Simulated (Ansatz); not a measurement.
C₂H₅NOSSi, SMILES `CO[Si]1(S)C=N1`, 11 atoms. Charge 0, multiplicity 1. All runs use 4 threads of an Arm Neoverse V1 on a shared host. Correlated methods freeze the cores.

Task: Give the basis size and wall time and peak host memory of each of these runs in Ansatz. RKS ωB97M-V/def2-SVP energy; RHF-MP2/def2-QZVPP energy; RKS revPBE-D4/def2-TZVPP energy; direct RPA on PBE orbitals/def2-TZVPP energy; RKS ωB97M-V/def2-QZVPP energy; RHF-CCSD(T)/def2-TZVPP energy; RKS B97M-V/def2-TZVPP energy; RHF-CCSD(T)/def2-SVP energy; RKS PBE0-D4/def2-TZVP relaxation (12 steps); RKS r2SCAN0-D4/def2-TZVPP energy; RKS PBE0-D4/def2-TZVP frequencies; RKS PBE-D4/def2-TZVPP energy and forces. (Best estimate.)

Result: Ansatz gave: Other jobs shared the machine, so times are rough.

```csv
level,job,functions,wall time,peak host memory (GiB)
RKS revPBE-D4/def2-TZVPP,energy,278,2.5 s,0.41
RKS PBE-D4/def2-TZVPP,energy and forces,278,3 s,0.41
RKS ωB97M-V/def2-SVP,energy,117,6.5 s,0.38
RKS r2SCAN0-D4/def2-TZVPP,energy,278,6.5 s,0.85
direct RPA on PBE orbitals/def2-TZVPP,energy,278,7 s,0.71
RHF-CCSD(T)/def2-SVP,energy,117,8 s,0.61
RKS B97M-V/def2-TZVPP,energy,278,12 s,0.51
RKS ωB97M-V/def2-QZVPP,energy,518,23 s,2.6
RHF-MP2/def2-QZVPP,energy,518,29 s,3.5
RKS PBE0-D4/def2-TZVP,relaxation (12 steps),228,57 s,0.7
RKS PBE0-D4/def2-TZVP,frequencies,228,3.6 min,0.68
RHF-CCSD(T)/def2-TZVPP,energy,278,4.4 min,7.7
```
